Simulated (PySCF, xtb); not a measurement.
In(Cl)3 anion (Cl3In), SMILES [Cl][In]([Cl])[Cl] (connectivity only; charge and spin as stated), charge -1, multiplicity 2.

Harmonic wavenumbers (cm⁻¹) from GFN2-xTB (xtb) at its own minimum, in rising order: 66, 66, 67, 212, 212, 214.

Q: What does B3LYP-D3(BJ)/def2-SVPD run with PySCF give at its own minimum? (The exact figures need the calculation; the answer reports its results.)

A: 72, 72, 85, 250, 262, 262. Paired by order, the mean absolute difference is 28 cm⁻¹ and the zero-point energies are 1.2 and 1.4 kcal/mol.
